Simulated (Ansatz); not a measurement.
Abridged output of a molecular run in Ansatz:

```
Functional definition: HF
1340 factors; integrals over basis functions are off by at most 7.2e-4 eV
mean field evaluation 1: about -13361.4459 eV, gradient 3.0e1 eV
mean field evaluation 2: about -13361.6980 eV, gradient 3.0e1 eV
mean field evaluation 4: about -13364.5231 eV, gradient 3.7e0 eV
mean field evaluation 8: about -13364.5798 eV, gradient 2.6e-1 eV
mean field -13364.58027353 eV, -491.1392662142 hartree, gradient 5.2e-6 eV, S^2 0.000000; 0 other end points of the search recorded, 0 dependent functions left out
9 core orbitals not correlated: weight in the atoms' cores, before any rotation towards them, 1.000 or more for the frozen orbitals, at most 0.000 for the correlated occupied ones
reference -13364.58027353 eV, -491.1392662142 hartree; 13, 13 occupied and 200, 200 virtual orbitals, 1340 factors
second order -20.73766467 eV of doubles, -0.00000000 eV of singles
cycle   1  -21.07700805 eV  change   -3.4e-1 eV  update   1.0e-1
cycle   2  -21.62725384 eV  change   -5.5e-1 eV  update   3.2e-2
cycle   3  -21.74795695 eV  change   -1.2e-1 eV  update   1.7e-2
cycle   4  -21.73707087 eV  change    1.1e-2 eV  update   4.2e-3
cycle   5  -21.73529726 eV  change    1.8e-3 eV  update   1.9e-3
cycle   6  -21.73592636 eV  change   -6.3e-4 eV  update   5.6e-4
cycle   7  -21.73569570 eV  change    2.3e-4 eV  update   2.1e-4
cycle   8  -21.73561775 eV  change    7.8e-5 eV  update   7.0e-5
cycle   9  -21.73564689 eV  change   -2.9e-5 eV  update   2.6e-5
cycle  10  -21.73565659 eV  change   -9.7e-6 eV  update   9.2e-6
perturbative correction -0.91846763 eV, -0.0337530627 hartree
Total energy: -13387.23439774 eV, -491.9717899235 hartree
```

Its atoms:

Cartesian coordinates in Å:
```
F -1.773 1.417 -1.927
C -1.178 0.508 -1.197
C -1.203 -0.807 -0.999
B -0.237 0.007 -0.197
Si 1.220 0.129 1.151
H -1.678 -1.729 -1.302
H 1.179 1.421 1.886
H 1.142 -0.980 2.139
H 2.528 0.034 0.446
```

Question: Which basis set was used?
A. cc-pV(Q+d)Z
B. cc-pV(D+d)Z
C. def2-TZVPP
D. def2-QZVPP

Answer: C. It gives 222 functions.

Question: Write the keys of the input that set method, charge and spin (a neutral closed shell needs none for the last two).

Answer: 
```yaml
correlation: {method: ccsd_t}
```
